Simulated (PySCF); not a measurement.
Excitation energy of S⁺ by level of theory

S⁺ [Ne] 3s2 3p3 (4S) → S⁺ [Ne] 3s1 3p3 3d1 (6D), as a difference of total energies. Computed with PySCF 2.14 in dyall-av3z (19s12p3d2f, 84 functions), with no relativity, point nucleus. Correlated levels: valence: [Ne] frozen; virtual orbitals above 40 to 60 times the deepest correlated orbital energy dropped. The calculations carry no spin-orbit coupling.

| method | excitation energy (cm⁻¹) |
| --- | --- |
| UHF | 150200 |
| LDA | 168190 |
| PBE | 166120 |
| PBE0 | 165220 |
| r2SCAN | 161360 |
| BHandHLYP | 170170 |
| TPSSh | 166230 |
| BLYP | 170910 |
| B2PLYP | 169410 |
| MP2 (valence) | 163700 |
| SCS-MP2 (valence) | 167490 |

The promoted electron is Rydberg-like, and one or two diffuse shells describe it only roughly, which tends to raise the upper state.
